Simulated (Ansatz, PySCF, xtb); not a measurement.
Breaking a bond: SiBe, lowest singlet found (which spin is the ground state isn't settled by this scan).

Levels of theory: RKS-B3LYP/6-31G* = restricted B3LYP/6-31G*, spherical d (PySCF); RHF/STO-3G = restricted Hartree-Fock/STO-3G (PySCF); GFN1-xTB (xtb); FCI = full CI/aug-cc-pVDZ, frozen core (Ansatz, a quantum-chemistry and plane-wave program).

Energies relative to the lowest point of each curve between 1.81 and 2.46 Å, where full CI is lowest, in eV; the last columns give the difference from FCI:

```json
[
 {"R / Å": "1.48", "RKS-B3LYP/6-31G*": "4.718", "RHF/STO-3G": "3.593", "GFN1-xTB": "7.538", "FCI": "5.199", "RKS-B3LYP/6-31G* − FCI": "-0.480", "RHF/STO-3G − FCI": "-1.605", "GFN1-xTB − FCI": "2.339"},
 {"R / Å": "1.62", "RKS-B3LYP/6-31G*": "2.325", "RHF/STO-3G": "1.392", "GFN1-xTB": "3.141", "FCI": "2.672", "RKS-B3LYP/6-31G* − FCI": "-0.347", "RHF/STO-3G − FCI": "-1.280", "GFN1-xTB − FCI": "0.468"},
 {"R / Å": "1.72", "RKS-B3LYP/6-31G*": "1.275", "RHF/STO-3G": "0.535", "GFN1-xTB": "1.513", "FCI": "1.536", "RKS-B3LYP/6-31G* − FCI": "-0.261", "RHF/STO-3G − FCI": "-1.001", "GFN1-xTB − FCI": "-0.024"},
 {"R / Å": "1.81", "RKS-B3LYP/6-31G*": "0.665", "RHF/STO-3G": "0.132", "GFN1-xTB": "0.688", "FCI": "0.857", "RKS-B3LYP/6-31G* − FCI": "-0.192", "RHF/STO-3G − FCI": "-0.725", "GFN1-xTB − FCI": "-0.168"},
 {"R / Å": "1.88", "RKS-B3LYP/6-31G*": "0.355", "RHF/STO-3G": "0.000", "GFN1-xTB": "0.320", "FCI": "0.499", "RKS-B3LYP/6-31G* − FCI": "-0.144", "RHF/STO-3G − FCI": "-0.499", "GFN1-xTB − FCI": "-0.178"},
 {"R / Å": "1.98", "RKS-B3LYP/6-31G*": "0.098", "RHF/STO-3G": "0.015", "GFN1-xTB": "0.062", "FCI": "0.182", "RKS-B3LYP/6-31G* − FCI": "-0.084", "RHF/STO-3G − FCI": "-0.167", "GFN1-xTB − FCI": "-0.120"},
 {"R / Å": "2.03", "RKS-B3LYP/6-31G*": "0.033", "RHF/STO-3G": "0.088", "GFN1-xTB": "0.013", "FCI": "0.090", "RKS-B3LYP/6-31G* − FCI": "-0.057", "RHF/STO-3G − FCI": "-0.002", "GFN1-xTB − FCI": "-0.078"},
 {"R / Å": "2.08", "RKS-B3LYP/6-31G*": "0.000", "RHF/STO-3G": "0.192", "GFN1-xTB": "0.000", "FCI": "0.033", "RKS-B3LYP/6-31G* − FCI": "-0.033", "RHF/STO-3G − FCI": "0.159", "GFN1-xTB − FCI": "-0.033"},
 {"R / Å": "2.17", "RKS-B3LYP/6-31G*": "0.004", "RHF/STO-3G": "0.432", "GFN1-xTB": "0.042", "FCI": "0.000", "RKS-B3LYP/6-31G* − FCI": "0.004", "RHF/STO-3G − FCI": "0.432", "GFN1-xTB − FCI": "0.042"},
 {"R / Å": "2.21", "RKS-B3LYP/6-31G*": "0.027", "RHF/STO-3G": "0.550", "GFN1-xTB": "0.079", "FCI": "0.008", "RKS-B3LYP/6-31G* − FCI": "0.019", "RHF/STO-3G − FCI": "0.542", "GFN1-xTB − FCI": "0.072"},
 {"R / Å": "2.34", "RKS-B3LYP/6-31G*": "0.158", "RHF/STO-3G": "0.938", "GFN1-xTB": "0.245", "FCI": "0.100", "RKS-B3LYP/6-31G* − FCI": "0.058", "RHF/STO-3G − FCI": "0.838", "GFN1-xTB − FCI": "0.145"},
 {"R / Å": "2.46", "RKS-B3LYP/6-31G*": "0.326", "RHF/STO-3G": "1.256", "GFN1-xTB": "0.424", "FCI": "0.242", "RKS-B3LYP/6-31G* − FCI": "0.084", "RHF/STO-3G − FCI": "1.014", "GFN1-xTB − FCI": "0.182"}
]
```

RKS-B3LYP/6-31G* is furthest from FCI at 1.48 (-0.480 eV, below); its mean absolute difference over the points is 0.147 eV.

RHF/STO-3G is furthest from FCI at 1.48 (-1.605 eV, below); its mean absolute difference over the points is 0.689 eV.

GFN1-xTB is furthest from FCI at 1.48 (2.339 eV, above); its mean absolute difference over the points is 0.321 eV.

The scan ran from 1.48 to 7.02 Å; beyond the distances shown full CI changes its symmetry label. The restricted form behind RKS-B3LYP/6-31G*, RHF/STO-3G keeps the bonding electrons paired and can't separate into open-shell fragments. Also computed but left out beside FCI, since their determinant holds another spin at the minimum (<S²> over 0.7 above the pure value): UHF, UMP2, UCCSD, UCCSD(T), UKS-CAM-B3LYP, UKS-PBE0, UKS-PBE, UKS-B3LYP/6-31G*, UHF/STO-3G, UKS-B3LYP/LANL2DZ, UMP2/6-31G*.
